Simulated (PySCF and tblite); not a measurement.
Results of a calculation; reference values are marked as such.
C₆H₁₁FO, numbered as in [F:1][C@@H:2]1[CH2:3][CH2:4][CH2:5][CH2:6][CH2:7][O:8]1.

Level: B3LYP-D3(BJ)/pcSseg-1 (IEF-PCM, methanol)//GFN2-xTB, thermal terms from GFN2-xTB, symmetry numbers and mirror pairs counted. Conformers within 3 kcal/mol (GFN2-xTB free energy) were kept, 10 at most. GIAO shieldings: B3LYP/pcSseg-1 (IEF-PCM, methanol). Shifts are against TMS (¹H), TMS (¹³C) at the same level; of two unlike H on one atom, a is the less shielded. Codes: tblite and PySCF.

Question: Predict the averaged NMR shifts at 298.15 K.

Answer: ¹H: 6.01 (H2, 1H), 4.15 (H7a, 1H), 4.04 (H7b, 1H), 2.42 (H3a, 1H), 2.01 (H5a, 1H), 1.93 (H3b, 1H), 1.76 (H4a, 1H), 1.76 (H6a, 1H), 1.65 (H6b, 1H), 1.46 (H5b, 1H), 1.39 (H4b, 1H) ppm. ¹³C: 120.3 (C2), 69.8 (C7), 41.5 (C3), 37.2 (C6), 37.1 (C5), 27.4 (C4) ppm.

Question: How do the conformers differ?

Answer: The 7-ring runs over atoms 2–3–4–5–6–7–8.
| conformer | shape | weight % |
| --- | --- | --- |
| 1 | 7-ring puckered (ring torsions 84, -72, 55, -74, 94, -45, -36°) | 93.7 |
| 2 | 7-ring puckered (ring torsions -71, 56, -72, 87, -41, -35, 84°) | 4.5 |
| 3 | 7-ring puckered (ring torsions -84, 40, 36, -90, 76, -54, 68°) | 1.3 |
| 4 | 7-ring puckered (ring torsions -68, 86, -36, -44, 93, -69, 47°) | 0.3 |
| 5 | 7-ring puckered (ring torsions -54, 73, -86, 40, 39, -87, 71°) | 0.2 |

| signal | 1 | 2 | 3 | 4 | 5 | average |
| --- | --- | --- | --- | --- | --- | --- |
| H2 | 6.00 | 6.19 | 6.12 | 6.16 | 6.29 | 6.01 |
| H3a | 2.46 | 1.83 | 1.80 | 1.78 | 1.55 | 2.42 |
| H3b | 1.91 | 2.34 | 2.15 | 2.23 | 2.20 | 1.93 |
| H4a | 1.75 | 1.89 | 2.24 | 1.80 | 1.55 | 1.76 |
| H4b | 1.38 | 1.64 | 1.71 | 1.73 | 1.86 | 1.39 |
| H5a | 2.05 | 1.28 | 1.71 | 1.54 | 1.40 | 2.01 |
| H5b | 1.43 | 1.97 | 1.67 | 2.06 | 1.98 | 1.46 |
| H6a | 1.76 | 1.75 | 2.04 | 1.52 | 1.84 | 1.76 |
| H6b | 1.64 | 1.84 | 1.91 | 2.17 | 2.04 | 1.65 |
| H7a | 4.13 | 4.43 | 4.19 | 4.59 | 4.38 | 4.15 |
| H7b | 4.04 | 4.05 | 3.98 | 3.96 | 4.03 | 4.04 |
| C2 | 120.4 | 118.8 | 116.2 | 117.5 | 119.3 | 120.3 |
| C3 | 41.8 | 36.8 | 38.6 | 46.1 | 43.4 | 41.5 |
| C4 | 27.5 | 26.4 | 22.1 | 24.3 | 30.7 | 27.4 |
| C5 | 37.2 | 36.8 | 29.0 | 31.3 | 30.9 | 37.1 |
| C6 | 37.4 | 34.5 | 35.0 | 34.0 | 38.2 | 37.2 |
| C7 | 69.5 | 76.5 | 67.0 | 64.4 | 71.9 | 69.8 |

Question: Which signal moves most, for its nucleus, between 250 and 373.15 K through the change of populations alone?

Answer: H3a: 2.44 ppm at 250 K, 2.43 ppm at 273.15 K, 2.42 ppm at 298.15 K, 2.41 ppm at 323.15 K, 2.38 ppm at 373.15 K.

Shifts are unscaled: against experiment ¹³C can be off by 15 ppm or more and ¹H by 0.8 ppm.


Conformer gaps in pcSseg-1 on xTB geometries can be 2 kcal/mol off for S=O, P=O and other polar bonds.